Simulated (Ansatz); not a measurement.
Total energies of `Sc1sc(-c2sc(-c3sc(-c4sc(S)c5c4OCCO5)c4c3OCCO4)c3c2OCCO3)c2c1OCCO2` from Ansatz at PBE0-D4/def2-SVP, gas phase (1 Eh = 27.2114 eV = 2625.5 kJ/mol). The reference geometry is relaxed at PBE-D4/def2-SVP.

```tsv
state	geometry	energy (Eh)
charge 0 singlet	reference	-3911.93524
charge 1 doublet	reference	-3911.71695
charge -1 doublet	reference	-3911.95967
free S atom (triplet)	–	-397.83788
free C atom (triplet)	–	-37.76066
free O atom (triplet)	–	-74.92490
free H atom (doublet)	–	-0.50029
```

Single mean-field runs in def2-SVP are fitted with def2-universal-jkfit.

(1) Work out the vertical ionisation energy to the doublet.

(2) Work out the vertical electron affinity, to the doublet.

(3) Give the fundamental gap IE − EA, the Mulliken electronegativity (IE + EA)/2 and the hardness (IE − EA)/2.

(4) What is the binding energy per atom against free atoms?

(1) E(charge 1 doublet) − E(charge 0 singlet) = -3911.71695 − (-3911.93524) = 0.21829 Eh = 5.94 eV. For comparison, −ε of the highest occupied level is 4.90 eV at this level, 1.04 eV less.

(2) E(charge 0 singlet) − E(charge -1 doublet) = -3911.93524 − (-3911.95967) = 0.02443 Eh = 0.66 eV. The basis lacks diffuse functions, which makes affinities too small.

(3) From the values in Eh: IE − EA = 0.21829 − 0.02443 = 0.19386 Eh = 5.28 eV; (IE + EA)/2 = 3.30 eV; (IE − EA)/2 = 2.64 eV. The HOMO–LUMO gap of the same run is 3.27 eV, 2.01 eV smaller than the fundamental gap.

(4) Atoms: 6 × (-397.83788) + 24 × (-37.76066) + 8 × (-74.92490) + 18 × (-0.50029) = -3901.68754 Eh. Binding: -3901.68754 − (-3911.93524) = 10.24770 Eh = 278.85 eV, or 4.98 eV for each of 56 atoms (no zero-point energy, no counterpoise term).

At PBE0-D4/def2-SVP the highest occupied level of the charge -1 doublet lies above zero (up to 0.37 eV). By energy differences its removal costs 0.66 eV (vertical, to the charge 0 singlet, at PBE0-D4/def2-SVP); self-interaction error and the lack of diffuse functions both raise the level.
